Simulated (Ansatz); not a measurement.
Reactions of `CC(C)=N`.

Gas-phase electronic energies from Ansatz, PBE0-D4/def2-TZVP geometries. CCSD(T)/CBS is the MP2 limit (def2-TZVPP, def2-QZVPP) plus CCSD(T) − MP2 in def2-TZVPP, frozen cores. This one scheme is used for every species, atoms too. Functionals use def2-TZVPP. B3LYP here is the variant with VWN-RPA as its local correlation; programs differ in this. No spin–orbit coupling; open shells (•) take unrestricted orbitals. Spin–orbit coupling would lower the free atoms: a little for C. One conformer a species, not always the lowest.

```
                                 reaction  CCSD(T)/CBS(def2) (eV)
`CC(C)=N` + `O[Si]F` → `CO[Si]F` + `CC=N`                    0.80
             `CC(C)=N` → 3 C• + 7 H• + N•                   45.02
                    `CC(C)=N` → `C/C=N/C`                    0.39
`CC(C)=N` + `NB(O)F` → `COB(N)F` + `CC=N`                       ?
```

Question: Fill in the missing values. (An estimate is asked.)

Answer: The calculation gave: `CC(C)=N` + `NB(O)F` → `COB(N)F` + `CC=N`: +0.75 eV.

Largest T1 diagnostic: 0.015, for `O[Si]F`.
